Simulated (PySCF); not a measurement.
CH2Li2, SMILES [Li][CH2][Li]. Atoms are numbered in the order given.

```xyz
5

C      0.0000     0.0000    -0.3338
H      0.0000     0.8865    -0.9947
H      0.0000    -0.8865    -0.9947
Li    -1.6603     0.0000     0.6653
Li     1.6603     0.0000     0.6653
```
Charge 0, spin multiplicity 1.

The structure is a stationary point at r2SCAN-D4/def2-TZVPD.

The numbers are results of PBE/pcSseg-2 (PySCF), not measurements.

GIAO shieldings, no solvent; atoms alike by connectivity are averaged. δ = σ(ref) − σ: ¹³C against TMS (σ = 181.4 ppm); ¹H against TMS (σ = 31.47 ppm), references at their B3LYP-D3(BJ)/def2-TZVP geometries, non-relativistic.

Computed chemical shifts:
```csv
nucleus,atoms,count,δ (ppm)
¹³C,C1,1,-30.8
¹H,"H2, H3",2,-0.72
```
